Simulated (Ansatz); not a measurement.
```yaml
crystal:
  periodic: [false, false, false]
  atoms:
    - {symbol: C, position_ang: [0.385914, 1.191634, -0.773533]}
    - {symbol: B, position_ang: [0.006984, -0.062633, 0.056909]}
    - {symbol: C, position_ang: [0.180215, -1.468050, 0.463893]}
    - {symbol: C, position_ang: [-0.841485, -0.789427, 1.017701]}
    - {symbol: H, position_ang: [-0.183578, 1.173975, -1.709848]}
    - {symbol: H, position_ang: [0.127472, 2.123856, -0.266936]}
    - {symbol: H, position_ang: [1.442851, 1.216126, -1.045989]}
    - {symbol: H, position_ang: [0.607392, -2.461377, 0.511940]}
    - {symbol: H, position_ang: [-1.637264, -0.970403, 1.728662]}
basis:
  gaussian: {orbitals: aug-cc-pVDZ}
hamiltonian: {xc: {name: PBE1PBE}, dispersion: d3bj}
scf: {lower_state_search: full}
output: {forces: true}
```

```sh
$ ansatz run in.yaml --threads 2 --pin off --events-out ev --progress --plain --max-ram 4352MiB
```

Shortened log:

```
Error: YAML parse error: error: line 15 column 19: hamiltonian.xc: no functional is named "PBE1PBE"; the names, which are not case-sensitive, are SVWN5, SPW92, PBE, PBE0, PBEsol, revPBE, revPBE0, RPBE, rPW86-PBE, HSE06, wPBEh, LC-wPBE, HISS, HF, BLYP, B3LYP, B3LYP5, BHLYP, CAM-B3LYP, r2SCAN, r2SCANh, r2SCAN0, r2SCAN50, m-r2SCAN, B97, wB97, wB97X, wB97X-V, B97M-V, wB97M-V, B2PLYP, B2GP-PLYP, PBE0-DH, PBE-QIDH
13 | basis:
14 |   gaussian: {orbitals: aug-cc-pVDZ}
15 | hamiltonian: {xc: {name: PBE1PBE}, dispersion: d3bj}
16 | scf: {lower_state_search: full}
17 | output: {forces: true}
```

(1) Something in this input is off. What?

Results:

(1) The method's name isn't one that the program takes here. The input was rejected before any iteration.

HSE06 is defined as in plane-wave codes.
